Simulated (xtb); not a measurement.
BeF2, SMILES [Be]([F])[F]. All values are semi-empirical tight-binding results from xtb (GFN2-xTB unless named), good for trends rather than for accurate numbers. The structure is a stationary point at GFN2-xTB. The isomer is the one that the SMILES or the coordinates give; other isomers of the formula were not compared.

Optimised geometry:

```xyz
3

Be     0.0000     0.0000     0.0000
F      0.0000     0.0000    -1.3695
F      0.0000     0.0000     1.3695
```
Charge 0, spin multiplicity 1.

For metal compounds this method's bond lengths and energies can be far off.

Estimate the properties. (The exact figures need the calculation; the answer reports its results.)


```json
{
  "point_group_as_xtb_finds_it": "D∞h",
  "orbital_gap": "8.44 eV",
  "zero_point_energy": "3.9 kcal/mol",
  "G − E(el) at 298.15 K (modified RRHO)": "-9.9 kcal/mol"
}
```

Computed IR lines (harmonic; lines under 4 % of the strongest left out, lines within 3 cm⁻¹ merged):
ν (cm⁻¹): 238 (vs), 1532 (vs) (against the strongest line: vs over 80 %, s over 45 %, m over 15 %, w over 4 %, vw less)

Give the atomic charges and the Wiberg bond orders between heavy atoms. (Estimate from the structure and the level; the computed values follow.)

charges (e) Be1 0.71, F2 -0.36, F3 -0.36. Bond orders Be1–F2 1.08, Be1–F3 1.08.
